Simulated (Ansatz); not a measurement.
Ansatz (a quantum-chemistry and plane-wave program) input file for trans-(1R,2R)-1-chloro-2-methylcyclopropane (C4H7Cl), SMILES Cl[C@H]1[C@@H](C1)C, CAM-B3LYP/def2-SVPD. Geometry: TPSSh-D3(BJ)/def2-SVP.

Ansatz 0.2 input:
```yaml
crystal:
  periodic: [false, false, false]
  atoms:
    - {symbol: C, position_ang: [2.31317319, 0.52566512, -0.05268334]}
    - {symbol: C, position_ang: [1.03382196, -0.26809826, 0.08629742]}
    - {symbol: C, position_ang: [0.29082912, -0.79360616, -1.12350494]}
    - {symbol: C, position_ang: [-0.27968130, 0.33351824, -0.31619500]}
    - {symbol: Cl, position_ang: [-1.72095096, 0.05398724, 0.68483384]}
    - {symbol: H, position_ang: [2.47802945, 1.16906441, 0.82643944]}
    - {symbol: H, position_ang: [2.28447859, 1.17115370, -0.94497212]}
    - {symbol: H, position_ang: [3.18213838, -0.14476449, -0.15264303]}
    - {symbol: H, position_ang: [0.97994665, -0.91499993, 0.96820869]}
    - {symbol: H, position_ang: [0.67110242, -0.55475208, -2.12175848]}
    - {symbol: H, position_ang: [-0.19592427, -1.76795901, -1.03834164]}
    - {symbol: H, position_ang: [-0.29246280, 1.33960063, -0.74259296]}
basis:
  gaussian:
    orbitals: def2-SVPD
hamiltonian:
  xc: {name: CAM-B3LYP}
```

Program output:

```
WARN ansatz: RAYON_NUM_THREADS=1 ignored (pool sized by the plan → 1); use --threads N
Functional definition: CAM-B3LYP
integrals: 0.12 GiB planned
1400 factors; their error is unknown
integrals: 0.14 GiB planned
556 factors; integrals over basis functions are off by at most 2.1e-5 eV
mean field: 1.05 GiB planned
mean field evaluation 1: about -16771.1617 eV, gradient 4.1e1 eV
mean field evaluation 2: about -16771.8068 eV, gradient 3.8e1 eV
mean field evaluation 4: about -16775.3718 eV, gradient 1.5e0 eV
mean field evaluation 8: about -16775.3912 eV, gradient 3.1e-1 eV
mean field evaluation 16: about -16775.3914 eV, gradient 2.1e-5 eV
mean field -16775.39144286 eV, -616.4842647562 hartree, gradient 2.1e-5 eV, S^2 0.000000; 0 other end points of the search recorded, 0 dependent functions left out
reference -16775.39157759 eV, -616.4842697075 hartree; 24, 24 occupied and 139, 139 virtual orbitals, 1400 factors
Total energy: -16775.39157759 eV, -616.4842697075 hartree
```

The calculation finished and met its thresholds.
